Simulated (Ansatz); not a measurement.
Start from `CS[SiH](O)F` and change one atom or group to get `CS[SiH2]O`.

Ansatz, PBE0-D4/def2-TZVP geometries, multiplicity 1. Each molecule was computed in one conformer, which needn't be the lowest.

| property | `CS[SiH](O)F` |
| --- | --- |
| LUMO energy (B3LYP/def2-TZVPP) / eV | -0.31 |
| HOMO energy (PBE0/def2-TZVPP) / eV | -7.29 |
| HOMO energy (B3LYP/def2-TZVPP) / eV | -7.05 |
| LUMO energy (PBE/def2-TZVPP) / eV | -0.97 |
| size of the dipole moment (ωB97M-V/def2-TZVPP) / D | 1.28 |
| HOMO energy (ωB97M-V/def2-TZVPP) / eV | -9.49 |

(1) What does the change do to each property? (An estimate is asked.)

Answers

(1) Computed: 
| property | `CS[SiH2]O` | shift |
| --- | --- | --- |
| LUMO energy (B3LYP/def2-TZVPP) / eV | -0.02 | 0.29 |
| HOMO energy (PBE0/def2-TZVPP) / eV | -7.08 | 0.21 |
| HOMO energy (B3LYP/def2-TZVPP) / eV | -6.84 | 0.21 |
| LUMO energy (PBE/def2-TZVPP) / eV | -0.64 | 0.33 |
| size of the dipole moment (ωB97M-V/def2-TZVPP) / D | 1.12 | -0.16 |
| HOMO energy (ωB97M-V/def2-TZVPP) / eV | -9.28 | 0.21 |

With PBE0 the HOMO rises by 0.21 eV and the LUMO rises by 0.30 eV, so the gap widens by about 0.09 eV. PBE moves the HOMO by 0.18 eV and ωB97M-V by 0.21 eV. Dipoles are sizes alone; their direction can turn.

B3LYP here is the variant with VWN-RPA as its local correlation; programs differ in this.
